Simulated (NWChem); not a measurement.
System: Si2NH3F4; SMILES F[SiH](F)N[SiH](F)F

NWChem printed, in part:

```
             Northwest Computational Chemistry Package (NWChem) 7.3.0
             --------------------------------------------------------

                             Geometry "geometry" -> ""
                             -------------------------

 Output coordinates in angstroms (scale by  1.889725989 to convert to a.u.)

  No.       Tag          Charge          X              Y              Z
 ---- ---------------- ---------- -------------- -------------- --------------
    1 Si                  14.0000    -1.44356500     0.40805700     0.00976400
    2 F                    9.0000    -2.54108500     0.43722500    -1.17033700
    3 F                    9.0000    -2.11460500    -0.42873800     1.21160000
    4 N                    7.0000    -0.06946400    -0.40398900    -0.63217800
    5 Si                  14.0000     1.54477500    -0.34442800    -0.06545200
    6 F                    9.0000     1.46395100     0.42894300     1.34699700
    7 F                    9.0000     2.48883000     0.53995100    -1.02487100
    8 H                    1.0000    -1.15421100     1.76461800     0.49585700
    9 H                    1.0000    -0.26557400    -1.00687500    -1.42926000
   10 H                    1.0000     2.18866000    -1.66069500     0.08390700

 Effective nuclear repulsion energy (a.u.)     494.9302665565

  pbe96 is a nonlocal functional; adding pw91lda local functional.

                                 NWChem DFT Module
                                 -----------------

 Summary of "ao basis" -> "ao basis" (spherical)
 ------------------------------------------------------------------------------
       Tag                 Description            Shells   Functions and Types
 ---------------- ------------------------------  ------  ---------------------
 Si                         def2-svp                 8       18   4s3p1d
 F                          def2-svp                 6       14   3s2p1d
 N                          def2-svp                 6       14   3s2p1d
 H                          def2-svp                 3        5   2s1p

 in cosmo_initialize ...
 calling solv_data for solv:ethanol

 solvent parameters
 solvname_short: ethanol
 solvname_long:  ethanol
 dielec:       24.8520
 dielecinf:     1.8526
 nonaqueous SMD model solvent descriptors
 dielec:       24.8520
 sola:          0.3700
 solb:          0.4800
 solc:          0.0000
 solg:         31.6200
 solh:          0.0000
 soln:          1.3611

          ---------------
          -cosmo- solvent
          ---------------
 Cosmo: York-Karplus, doi: 10.1021/jp992097l
 dielectric constant -eps-     =  24.85
 screen = (eps-1)/(eps    )    =   0.95976
 surface charge correction     = lagrangian

   van der Waals surface
 --------------------------

[...]

                                COSMO-SMD solvation results
                                ---------------------------

             internal energy in gas <Psi(g)|H|Psi(g)> =     -1033.933957050328
         internal energy in solvent <Psi(s)|H|Psi(s)> =     -1033.932807305206
                               delta internal energy  =         0.001149745122 (    0.72 kcal/mol)
   total free energy in solvent <Psi(s)|H+V/2|Psi(s)> =     -1033.942828138986
 polarization energy contribution <Psi(s)|V/2|Psi(s)> =        -0.010020833780 (   -6.29 kcal/mol)
    total free energy in solvent including G(SMD-CDS) =     -1033.941604819378
                       G(SMD-CDS) energy contribution =         0.001223319608 (    0.77 kcal/mol)
     1 M fixed-concentration free energy of solvation =        -0.007647769050 (   -4.80 kcal/mol)

                       DFT Final Molecular Orbital Analysis
                       ------------------------------------

 Vector   35  Occ=2.000000D+00  E=-3.302112D-01
              MO Center= -1.4D-02,  1.9D-01,  9.4D-02, r^2= 6.0D+00
   Bfn.  Coefficient  Atom+Function         Bfn.  Coefficient  Atom+Function
  ----- ------------  ---------------      ----- ------------  ---------------
   107      0.269086   8 H  s                37      0.238266   3 F  py
   117      0.233460  10 H  s                97     -0.215102   7 F  py
   108      0.194681   8 H  s                49     -0.174860   4 N  s
    23      0.167301   2 F  py              118      0.164155  10 H  s
    40     -0.160417   3 F  py              100      0.145229   7 F  py

 Vector   36  Occ=2.000000D+00  E=-3.131339D-01
              MO Center=  1.9D-01, -4.3D-02, -1.1D-02, r^2= 5.4D+00
   Bfn.  Coefficient  Atom+Function         Bfn.  Coefficient  Atom+Function
  ----- ------------  ---------------      ----- ------------  ---------------
    50      0.259713   4 N  px              117      0.243653  10 H  s
   107     -0.223998   8 H  s                37     -0.194811   3 F  py
    23     -0.185675   2 F  py               53     -0.183378   4 N  px
   118      0.179996  10 H  s                83     -0.162531   6 F  py
    96      0.157737   7 F  px              108     -0.156217   8 H  s

 Vector   37  Occ=2.000000D+00  E=-2.603726D-01
              MO Center= -2.1D-02, -3.1D-01, -4.8D-01, r^2= 2.0D+00
   Bfn.  Coefficient  Atom+Function         Bfn.  Coefficient  Atom+Function
  ----- ------------  ---------------      ----- ------------  ---------------
    51      0.414271   4 N  py               54     -0.322658   4 N  py
    52     -0.320465   4 N  pz               55      0.264029   4 N  pz
    36      0.119333   3 F  px               96      0.106010   7 F  px
   117     -0.102890  10 H  s               118     -0.098817  10 H  s
   108      0.092887   8 H  s               107      0.085893   8 H  s

 Vector   38  Occ=0.000000D+00  E= 1.088082D-02
              MO Center=  2.6D-01,  2.3D-02, -1.7D-02, r^2= 5.4D+00
   Bfn.  Coefficient  Atom+Function         Bfn.  Coefficient  Atom+Function
  ----- ------------  ---------------      ----- ------------  ---------------
    73      0.620267   5 Si pz               13      0.364815   1 Si pz
    11      0.361538   1 Si px               72      0.357631   5 Si py
    81     -0.347627   6 F  s                21      0.288612   2 F  s
     3     -0.280415   1 Si s                 4     -0.246710   1 Si s
    70      0.216691   5 Si pz              113      0.214675   9 H  s

 Vector   39  Occ=0.000000D+00  E= 2.113831D-02
              MO Center=  1.4D-01, -3.2D-01, -4.7D-01, r^2= 5.1D+00
   Bfn.  Coefficient  Atom+Function         Bfn.  Coefficient  Atom+Function
  ----- ------------  ---------------      ----- ------------  ---------------
    49      0.967155   4 N  s                64     -0.776919   5 Si s
     4     -0.652690   1 Si s               113     -0.538779   9 H  s
    73      0.389505   5 Si pz              118      0.372386  10 H  s
   108      0.365675   8 H  s                95      0.275742   7 F  s
    48      0.263254   4 N  s                11     -0.260697   1 Si px

 Vector   40  Occ=0.000000D+00  E= 3.801173D-02
              MO Center=  1.6D-01, -1.7D-01, -2.1D-01, r^2= 5.3D+00
   Bfn.  Coefficient  Atom+Function         Bfn.  Coefficient  Atom+Function
  ----- ------------  ---------------      ----- ------------  ---------------
    49      0.669725   4 N  s                13      0.606250   1 Si pz
     4     -0.548984   1 Si s                73     -0.534110   5 Si pz
    71      0.510348   5 Si px               64     -0.431771   5 Si s
    21      0.315705   2 F  s                81      0.268994   6 F  s
   118      0.269118  10 H  s               108      0.254053   8 H  s

     Multipole analysis of the density
     ---------------------------------

     L   x y z        total         alpha         beta         nuclear
     -   - - -        -----         -----         ----         -------
     0   0 0 0      0.000000    -37.000000    -37.000000     74.000000

     1   1 0 0      0.267440      4.505236      4.505236     -8.743033
     1   0 1 0     -0.608435     -5.932162     -5.932162     11.255888
     1   0 0 1     -0.555871      2.352443      2.352443     -5.260757

     2   2 0 0    -43.626711   -454.277331   -454.277331    864.927950
     2   1 1 0     -2.731622      7.556202      7.556202    -17.844026
     2   1 0 1      0.490808      5.274990      5.274990    -10.059173
     2   0 2 0    -36.187537    -53.223575    -53.223575     70.259613
     2   0 1 1      2.423625      9.651867      9.651867    -16.880110
     2   0 0 2    -39.451923   -120.566345   -120.566345    201.680766
```

Level: PBE/def2-SVP, SMD on the gas-phase geometry. All runs use the structure optimised with PBE0/def2-SVP. Solvent: ethanol.

Q: Write an input that gives this output.

A: Several could match; the one computed here: the input that was run:
```
start job
memory heap 200 mb stack 900 mb global 1100 mb
geometry units angstroms noautosym nocenter noautoz
  Si    -1.443565     0.408057     0.009764
  F     -2.541085     0.437225    -1.170337
  F     -2.114605    -0.428738     1.211600
  N     -0.069464    -0.403989    -0.632178
  Si     1.544775    -0.344428    -0.065452
  F      1.463951     0.428943     1.346997
  F      2.488830     0.539951    -1.024871
  H     -1.154211     1.764618     0.495857
  H     -0.265574    -1.006875    -1.429260
  H      2.188660    -1.660695     0.083907
end
basis spherical
  Si library def2-svp
  F library def2-svp
  N library def2-svp
  H library def2-svp
end
dft
  xc xpbe96 cpbe96
  iterations 150
end
cosmo
  do_cosmo_smd true
  solvent ethanol
end
task dft energy
```
